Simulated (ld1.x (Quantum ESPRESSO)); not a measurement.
# Ga, TM: configuration errors across variants

```json
{
 "Element": "gallium",
 "Generator": "ld1.x (Quantum ESPRESSO) 7.5",
 "Type": "norm-conserving Troullier–Martins (Kleinman–Bylander form)",
 "Functional": "PBE",
 "Relativity": "scalar-relativistic",
 "Frozen core": "[Ar] 3d10",
 "Valence charge": "3",
 "Reference configuration": "4s2 4p1",
 "Partial waves": "4s (bound): rc 1.55 bohr; 4p (bound): rc 2.05 bohr; 4d channel at -0.05 Ry: rc 2.15 bohr",
 "Local potential": "all-electron potential smoothed inside 1.55 bohr (lloc = -1)",
 "Core correction": "Bessel-smoothed model core inside 1.15 bohr"
}
```

All-electron excitation energies from the reference (eV): (1) 4s2 4p0 5.688; (2) 4s1 4p0 26.816; (3) 4s2 4p0.5 2.030; (4) 4s1 4p1 13.060; (5) 4s1 4p2 6.538; (6) 4s2 4p1.3 -0.534; (7) 4s0 4p3 13.371.

A true bound ghost makes a file unfit for plane-wave use even where its test errors are small: the radial tests pick states by their node count and pass the ghost by.

Errors AE − PS in meV (a dash: test not solved or not reliable):

```csv
change,(1),(2),(3),(4),(5),(6),(7),bound ghosts
base,-11,-168,-1.6,-46,-18,-0.1,-72,d
"all radii but the core radius scaled by about 0.76 (s 1.18, p 1.56, d 1.64 bohr); local potential all-electron potential smoothed inside 1.18 bohr (lloc = -1)",-15,-229,-2.1,-62,-27,-0.1,-87,"d, s"
"all radii but the core radius scaled by about 0.89 (s 1.38, p 1.84, d 1.92 bohr); local potential all-electron potential smoothed inside 1.38 bohr (lloc = -1)",-5.5,-73,-0.9,-24,-12,0.0,-76,"d, s"
"all radii but the core radius scaled by about 1.05 (s 1.62, p 2.14, d 2.26 bohr); local potential all-electron potential smoothed inside 1.62 bohr (lloc = -1)",-11,-173,-1.6,-47,-18,-0.1,-70,d
"all radii but the core radius scaled by about 1.17 (s 1.82, p 2.40, d 2.52 bohr); local potential all-electron potential smoothed inside 1.82 bohr (lloc = -1)",-11,-178,-1.7,-47,-17,-0.1,-66,none
"all radii but the core radius scaled by about 1.25 (s 1.92, p 2.56, d 2.68 bohr); local potential all-electron potential smoothed inside 1.92 bohr (lloc = -1)",-12,-181,-1.7,-46,-16,-0.1,-61,none
"all radii but the core radius scaled by about 1.35 (s 2.10, p 2.78, d 2.90 bohr); local potential all-electron potential smoothed inside 2.10 bohr (lloc = -1)",-12,-188,-1.8,-48,-16,-0.1,-64,none
```

**Question.** Give the same row for: all radii but the core radius scaled by about 0.96 (s 1.48, p 1.96, d 2.06 bohr); local potential all-electron potential smoothed inside 1.48 bohr (lloc = -1).

**Answer.** -9.9, -159, -1.5, -44, -17, -0.1, -73; bound ghosts: d.
